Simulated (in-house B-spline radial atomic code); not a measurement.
## Solving the quasi-particle equation for 4p of Nb⁵⁺

Configuration [Ar] 3d10 4s2 4p6, start PBE0; correlation leaves out the 7 deepest shells. Computed with a B-spline radial code for spherical atoms: all electrons, scalar-relativistic (spin-free one-electron X2C), finite nucleus, each spin shell either full or empty, empty states to l = 9 with an (l + 1/2)⁻⁴ tail; G0W0 by contour deformation at full frequency.

At the mean-field level ε = -96.451 eV the matrix elements are Σx = -35.649 eV, v_xc = -29.823 eV and Σc(ε) = -1.285 eV, and the slope of the correlation self-energy is dΣc/dω = -0.0279. The quasi-particle energy solves E = ε + Σx − v_xc + Σc(E).

Task: What does the linearised equation give?

Result: Z = 1/(1 − dΣc/dω) = 1/1.0279 = 0.9729. The first-order shift is Σx − v_xc + Σc(ε) = -35.649 − (-29.823) + (-1.285) = -7.111 eV, so E ≈ ε + Z × shift = -96.451 + 0.9729 × (-7.111) = -103.369 eV.

Task: How does that compare with the full solution and with static screening?

Result: Solving the equation at full frequency dependence gives E = -103.368 eV, where Σc = -1.090 eV and the weight is 0.972; the linearised value is off by 1 meV. Leaving Z out would give -103.562 eV. Static COHSEX puts -3.681 eV in place of Σc and gives -105.958 eV, 2.59 eV deeper.
